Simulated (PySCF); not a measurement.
# AgH₃: breathing scan

Computed with PBE0/[Ag def2-TZVP with ECP28, H def2-TZVP], scalar-relativistic core potentials, density fitting, no spin–orbit coupling, PySCF.

Rigid scan from the singlet minimum (Ag–H 1.621 Å, Ag–H 1.968 Å (×2), H–H 0.772 Å; Ag–H–H 78.7° (×2), H–Ag–H 22.6°, H–Ag–H 168.7° (×2)). Coordinate: all bonds to the central atom scaled together. Energies in kJ/mol from the minimum.

Predict the curve at 0.88, 0.92, 0.96, 1.00, 1.04, 1.08, 1.14, 1.22, 1.35.


| scale of all bonds to the centre | E (kJ/mol) | dipole size (D) |
| --- | --- | --- |
| 0.88 | 65.4 | 3.53 |
| 0.92 | 25.8 | 3.63 |
| 0.96 | 5.8 | 3.73 |
| 1.00 | 0.0 | 3.83 |
| 1.04 | 4.7 | 3.91 |
| 1.08 | 17.1 | 3.99 |
| 1.14 | 45.6 | 4.10 |
| 1.22 | 94.9 | 4.23 |
| 1.35 | 187.3 | 4.40 |

At long bonds a restricted determinant can lie too high, and another spin state can fall below this curve.

Other isomers or separated fragments may lie lower.

The scan took 4.4 s on 2 threads of a shared Arm Neoverse V2 host; the process peaked at 0.7 GiB. Launch command: `OMP_NUM_THREADS=2 python axn.py task.json out`.
